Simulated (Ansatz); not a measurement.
Born–Oppenheimer molecular dynamics of FK (2 atoms, charge 0, multiplicity 1). It starts from a relaxed structure.

Level of theory: UKS PBE0/def2-SVP in Ansatz 0.2.0.

```json
{"ensemble": "NVT, Nosé–Hoover chain", "time step": "8 fs", "steps asked": "120", "set temperature": "2000 K", "thermostat": "time constant 100 fs, chain length 3 (defaults)", "seed": "286900"}
```

First frame:

```xyz
2
Properties=species:S:1:pos:R:3
F 0.925 -0.355 0.460
K -0.895 0.295 -0.456
```

Question: What does the run give?

Answer: The run went to its last step.

```
steps done                                               : 120
time covered                                             : 960 fs
mean temperature over the second half                    : 3198 K
spread of the potential energy over the second half      : 87.4 meV per atom
mean potential energy of the second half above the start : 86.3 meV per atom
```

The conserved energy changed by up to 120 meV per atom, so the integration failed: the time step of 8 fs is too long for the fastest motions that this run met, and the later frames carry no physical meaning.

Question: What happens to the structure?

Answer: The same pairs are bonded in the first frame and the last. Pairs count as bonded within 1.25 times the sum of covalent radii (0.12 Å more for H–H). The details hang on the random start.

Question: How do temperature and energy run in time?

Answer: 
| time (fs) | T (K) | potential energy less start (eV) | conserved less start (meV/atom) |
| --- | --- | --- | --- |
| 0.0 | 2000 | 0.000 | 0.00 |
| 80.0 | 100 | 0.117 | 9.39 |
| 160.0 | 4558 | 0.021 | -0.64 |
| 240.0 | 16062 | 0.268 | 59.15 |
| 320.0 | 10981 | 0.048 | 14.64 |
| 400.0 | 1858 | 0.104 | 15.00 |
| 480.0 | 25 | 0.150 | 15.68 |
| 560.0 | 2181 | 0.047 | 11.58 |
| 640.0 | 2647 | 0.043 | 6.86 |
| 720.0 | 411 | 0.272 | 30.28 |
| 800.0 | 11935 | 0.006 | 9.09 |
| 880.0 | 11643 | 0.029 | 8.75 |
| 960.0 | 1930 | 0.052 | 6.65 |

Time of the run: 110 s on 1 CPU thread of a shared host.
